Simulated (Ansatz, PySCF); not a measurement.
Ligand exchange on a metal centre used in film growth or etching (Ti Cl-Br). All species are isolated molecules in the gas phase.

Quantity: redistribution energy (mixed species minus the weighted end members), in kcal/mol.

Level 1: frozen-core MP2/def2-TZVPP // BP86-D3(BJ)/def2-SVP (Ansatz, a first-principles code)
Level 2: B3LYP/LANL2DZ // BP86-D3(BJ)/def2-SVP (PySCF)
Level 3: frozen-core MP2/6-31G* (LANL2DZ on Ti) // BP86-D3(BJ)/def2-SVP (PySCF)
Level 4: HF/def2-TZVPP // BP86-D3(BJ)/def2-SVP (Ansatz)

| species | level 1 | level 2 | level 3 | level 4 |
|---|---|---|---|---|
| 3 of 4 Cl replaced by Br: [Ti(Cl)(Br)3] | 0.31 | 0.04 | 0.29 | 0.00 |
| 1 of 4 Cl replaced by Br: [Ti(Cl)3(Br)] | 0.31 | 0.03 | 0.29 | 0.00 |
| 2 of 4 Cl replaced by Br: [Ti(Cl)2(Br)2] | 0.41 | 0.04 | 0.39 | 0.00 |
